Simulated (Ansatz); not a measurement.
CuCl₂⁻. The state is a singlet with charge -1. Geometry relaxed at B3LYP-D4/def2-TZVPD.

```xyz
3

Cu    0.000    0.000    0.000
Cl    0.293    1.728   -1.258
Cl   -0.292   -1.728    1.258
```

The relaxation made no stability test and no search for a lower SCF solution. The structure comes from a short search, and lower isomers may exist.

Estimate the harmonic wavenumbers at RKS B3LYP-D4/def2-TZVPD (Ansatz, unscaled). Is this a minimum?

105, 105, 276, 379 cm⁻¹. Yes, no mode is imaginary beyond noise. Zero-point energy 5.2 kJ/mol. Hardware: 4 threads of Intel Xeon Platinum 8259CL on a shared host. Wall time 18 s.
